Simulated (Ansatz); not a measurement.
Consider the substitution at a C–C bond: `CCCCC` + `[SH][SnH3]` → `CC[S][SnH3]` + propane.

Program: Ansatz. Geometries: PBE0-D4/def2-TZVP. ΔE: electronic, gas phase. CCSD(T)/CBS is the MP2 limit (def2-TZVPP, def2-QZVPP) plus CCSD(T) − MP2 in def2-TZVPP, frozen cores. DFT in def2-TZVPP. B3LYP here is the variant with VWN-RPA as its local correlation; programs differ in this. Elements past krypton have def2 core potentials. For Sn outer-core shells are correlated without core-valence functions, which leaves a few kJ/mol of doubt a bond. Each species was taken in one conformer, which may not be the lowest.

`CCCCC`:

Z-matrix (Å, degrees):
```
C
C 1 1.519
H 1 1.094 2 111.1
H 1 1.092 2 111.7 3 -120.2
H 1 1.094 2 111.1 3 119.5
C 2 1.521 1 112.7 3 -60.0
H 2 1.095 1 109.3 3 62.5
H 2 1.097 1 109.6 3 178.4
C 6 1.523 2 114.5 1 -177.1
H 6 1.098 2 109.2 1 60.1
H 6 1.096 2 108.6 1 -55.0
C 9 1.521 6 114.1 2 -65.1
H 9 1.095 6 108.8 2 172.9
H 9 1.097 6 109.1 2 57.7
H 12 1.092 9 111.9 6 63.4
H 12 1.094 9 110.9 6 -56.8
H 12 1.092 9 111.2 6 -176.6
```

`[SH][SnH3]`:

Z-matrix (Å, degrees):
```
Sn
S 1 2.406
H 1 1.706 2 109.4
H 1 1.701 2 104.7 3 119.6
H 1 1.706 2 109.5 3 -120.9
H 2 1.343 1 93.9 3 59.9
```

`CC[S][SnH3]`:

```xyz
12

C    -0.348    0.883   -1.339
C     0.674    1.098   -0.243
S     1.587   -0.405    0.243
Sn   -0.147   -1.644    1.339
H    -1.156    0.223   -1.012
H     0.113    0.432   -2.219
H    -0.798    1.836   -1.632
H     0.219    1.541    0.645
H     1.456    1.784   -0.578
H     0.632   -2.811    2.302
H    -1.045   -0.534    2.279
H    -1.186   -2.405    0.215
```

`CCC`:

Z-matrix (Å, degrees):
```
C
C 1 1.519
H 1 1.094 2 111.1
H 1 1.094 2 111.1 3 119.5
H 1 1.093 2 111.7 3 -120.3
C 2 1.519 1 112.7 3 -59.7
H 2 1.095 1 109.5 3 178.2
H 2 1.095 1 109.5 3 62.4
H 6 1.094 2 111.0 1 59.7
H 6 1.093 2 111.7 1 -180.0
H 6 1.094 2 111.1 1 -59.7
```

| level | ΔE (kJ/mol) |
| --- | --- |
| PBE0-D4 | 8.2 |
| PBE | 6.5 |
| PBE0 | 9.9 |
| B3LYP | 9.7 |
| HF/def2-TZVPP | 16.4 |
| SCS-MP2/def2-TZVPP | 9.9 |
| HF/def2-QZVPP | 16.4 |
| SCS-MP2/def2-QZVPP | 8.0 |

What does CCSD(T)/CBS give? (An estimate is asked.)

Computed: +8.6 kJ/mol. The listed levels differ from it by -0.4, -2.1, 1.3, 1.1, 7.8, 1.3, 7.8, -0.6 kJ/mol.

Largest T1 diagnostic among the species: 0.012.

From PBE to PBE0 (25 % exact exchange), in def2-TZVPP and without D4, ΔE moves by +3.4 kJ/mol. The D4 term adds −3.7 kJ/mol with B3LYP and −1.7 kJ/mol with PBE0; it sums over pairs of atoms, weighted by their polarisabilities, and B3LYP, whose exchange is more repulsive, gets the larger term.
